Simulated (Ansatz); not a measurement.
Abridged output of a molecular run in Ansatz:

```
Functional definition: HF
2109 factors; integrals over basis functions are off by at most 1.5e-3 eV
mean field evaluation 1: about -23978.9216 eV, gradient 4.9e1 eV
mean field evaluation 2: about -23978.9354 eV, gradient 4.9e1 eV
mean field evaluation 4: about -23984.9249 eV, gradient 7.0e0 eV
mean field evaluation 8: about -23985.0595 eV, gradient 5.0e-1 eV
mean field evaluation 16: about -23984.9096 eV, gradient 7.0e0 eV
mean field -23985.06121062 eV, -881.4347418317 hartree, gradient 2.1e-6 eV, S^2 0.000000; 0 other end points of the search recorded, 0 dependent functions left out
14 core orbitals not correlated: weight in the atoms' cores, before any rotation towards them, 1.000 or more for the frozen orbitals, at most 0.000 for the correlated occupied ones
reference -23985.06121062 eV, -881.4347418317 hartree; 30, 30 occupied and 165, 165 virtual orbitals, 2109 factors
second order -40.19042482 eV of doubles, -0.00000000 eV of singles
cycle   1  -41.49119962 eV  change    -1.3e0 eV  update   1.4e-1
cycle   2  -42.51641914 eV  change    -1.0e0 eV  update   4.3e-2
cycle   3  -42.78290130 eV  change   -2.7e-1 eV  update   2.2e-2
cycle   4  -42.77871370 eV  change    4.2e-3 eV  update   5.1e-3
cycle   5  -42.77821079 eV  change    5.0e-4 eV  update   2.2e-3
cycle   6  -42.77862934 eV  change   -4.2e-4 eV  update   7.0e-4
cycle   7  -42.77816533 eV  change    4.6e-4 eV  update   2.8e-4
cycle   8  -42.77799618 eV  change    1.7e-4 eV  update   1.0e-4
cycle   9  -42.77801820 eV  change   -2.2e-5 eV  update   4.0e-5
perturbative correction -1.32066065 eV, -0.0485333837 hartree
Total energy: -24029.15988947 eV, -883.0553383884 hartree
```

Its atoms:

Cartesian coordinates in Å:
```
C 1.0005 0.1754 -1.8711
C -0.3739 -0.3906 -1.5505
C -0.9124 -1.2319 -2.6981
C -0.3510 -1.2349 -0.2901
O 0.0913 -0.4919 0.8534
C -0.8403 0.2142 1.5057
O -2.0003 0.2473 1.1990
C -0.2582 0.9352 2.6954
C 1.1593 1.4210 2.4875
Cl 1.7434 2.2780 3.9376
H 0.9604 0.8153 -2.7554
H 1.7140 -0.6297 -2.0749
H 1.3949 0.7692 -1.0442
H -1.0693 0.4372 -1.3734
H -1.9171 -1.6051 -2.4853
H -0.9605 -0.6456 -3.6180
H -0.2649 -2.0936 -2.8898
H 0.3691 -2.0511 -0.3864
H -1.3404 -1.6458 -0.0826
H -0.2877 0.2420 3.5424
H -0.9264 1.7618 2.9357
H 1.2246 2.1259 1.6593
H 1.8448 0.5976 2.3037
```

(1) Which basis set was used?
A. cc-pV(Q+d)Z
B. def2-TZVPPD
C. def2-SVP
D. def2-QZVPP

(2) Write the keys of the input that set method, charge and spin (a neutral closed shell needs none for the last two).

Results:

(1) C. It gives 209 functions.

(2) 
```yaml
correlation: {method: ccsd_t}
```
